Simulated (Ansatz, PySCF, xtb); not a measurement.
Noncovalent pair: stibine (SMILES [SbH3]) (first 4 atoms) with stibine (SMILES [SbH3]); geometry from B3LYP-D3(BJ)/def2-TZVP, rigid monomers moved along the line of their centres of mass till Sb1···Sb5 is 5.03 Å.
(charge 0, multiplicity 1):
```xyz
8

Sb     0.345    -0.322    -0.420
H      1.607    -0.271     0.738
H     -0.448    -1.570     0.446
H     -0.533     0.878     0.431
Sb    -0.583    -0.033     4.519
H     -0.176     1.572     4.080
H     -1.221     0.497     6.023
H     -2.118     0.101     3.772
```

Counterpoise-corrected where a basis set is named; no monomer relaxation. Rows marked so take none.

Cores are frozen in the correlated methods. Filled d and f shells under p-block atoms count as core. CBS: X⁻³ extrapolation of the correlation energy, Hartree–Fock from the larger set. Rows in 3-21G carry no dispersion term and start afresh at each structure; the Pople sets are all-electron and without relativity.

Programs: Ansatz (an electronic-structure program) with Gaussian orbitals; PySCF for 3-21G rows, the dispersion terms; xtb for the GFN methods. Each number belongs to the level named beside it. In def2 rows elements past Kr take small-core potentials, without spin–orbit coupling.

```csv
level,interaction energy (kcal/mol)
GFN2-xTB,-1.38
HF/3-21G (no counterpoise),-0.26
PBE-D3(BJ)/def2-TZVPPD,-1.24
PBE-D4/def2-TZVPPD,…
"MP2/CBS(def2-SVPD, def2-TZVPPD)",…
SCS-MP2/def2-TZVPPD,-0.70
CCSD/def2-TZVPPD,-0.70
CCSD(T)/def2-TZVPPD,-0.84
"CCSD(T)/CBS(def2-SVPD, def2-TZVPPD)",-0.85
```

Task: Complete the blanks.

Result: 
- PBE-D4/def2-TZVPPD, interaction energy (kcal/mol): -1.30
- MP2/CBS(def2-SVPD, def2-TZVPPD), interaction energy (kcal/mol): -0.95
